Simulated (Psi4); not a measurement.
F₂Ge, charge +1, doublet, at a GFN2-xTB geometry (a state made from the parent by changing its charge; the spin is typed, not shown lowest). Base run: HF/def2-SVP (Psi4).

Input for Psi4:
```
memory 2 GB

molecule mol {
1 2
  Ge    0.009689   -0.006771    0.301893
  F     0.795187    1.454606   -0.530416
  F    -0.829637   -1.430529   -0.542983
}

set basis def2-svp
set reference uhf

energy('scf')
print_variables()
```

Each row names what was changed in the base input (with any setting that the change needs).

| change | basis functions | E (Eh) |
|---|---|---|
| base | 60 | -2273.46318 |
| basis = cc-pVTZ-DK; relativity = spin-free X2C (with scf_type pk) | 103 | -2295.88347 |
| basis = cc-pVDZ-DK; relativity = spin-free X2C (with scf_type pk) | 55 | -2295.71683 |
| basis = cc-pVTZ-DK; relativity = none (with scf_type pk) | 103 | -2260.88221 |
| basis = cc-pVDZ-DK; relativity = none (with scf_type pk) | 55 | -2261.93622 |

Absolute energies of different levels of theory aren't comparable as measures of quality.

Open shells are given as the SCF converged; they aren't shown to be the lowest states, and a large step between rows can be another state.

Basis sets contracted for a relativistic Hamiltonian are a mismatch without it, so the rows without relativity aren't non-relativistic limits. No row has spin-orbit coupling; sets with core potentials leave out the core electrons.
